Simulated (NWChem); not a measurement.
# bromine monochloride (BrCl); SMILES ClBr

```xyz
2

Cl     0.0000     0.0000     1.4518
Br     0.0000     0.0000    -0.7127
```
Atoms are numbered in this order, from 1.

Computed with NWChem. Pople sets run with spherical d functions. Structure relaxed at the PBE0/def2-SVP level. Vzz is the largest principal value of the second derivative of the potential at the nucleus (NWChem prints the opposite sign); η is the asymmetry. Non-relativistic.

```
level                Vzz Cl1 (a.u.)  η Cl1  Vzz Br2 (a.u.)  η Br2
-------------------  --------------  -----  --------------  -----
PBE0/6-31G*                   5.156   0.00               ?   0.00
PBE0/def2-SVP                 5.179   0.00          11.111   0.00
CAM-B3LYP/cc-pVTZ             5.308   0.00          11.376   0.00
CAM-B3LYP/def2-TZVP           5.717   0.00          11.561   0.00
```

### Question
Complete the blanks.

### Answer

- PBE0/6-31G*, Vzz Br2 (a.u.): 10.498
